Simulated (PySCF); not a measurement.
**A small calculation by hand: oscillator strength and radiative lifetime**

1,1-difluorobuta-1,3-diene (C4H4F2), SMILES C=CC=C(F)F.

Geometry: PBE0-D3(BJ)/def2-SVP. One conformer was computed; it need not be the lowest.

TDDFT-PBE/def2-SVPD in PySCF puts the first singlet state with f over 0.02 at 5.58 eV (vertical), with the transition dipole (-0.114, -2.028, 0.000) in atomic units.

Problem. Find the oscillator strength, the wavelength and the radiative lifetime that this transition would have in vacuum if emission retraced absorption.

Solution. 
|μ|² = 4.1258 au, so |μ| = 5.16 D. ΔE = 5.58/27.211 = 0.2051 hartree. f = (2/3) ΔE |μ|² = 0.564 (the program prints 0.564).
λ = 1239.84/5.58 = 222 nm; ν = 45006 cm⁻¹.
Einstein's coefficient A = 0.6670 ν² f s⁻¹ (ν in cm⁻¹) = 7.6e8 s⁻¹, so τ = 1/A = 1.3 ns. This state is S1. The figure is the radiative limit of this one transition; relaxation, internal conversion, crossing to triplets and a medium change what is measured.
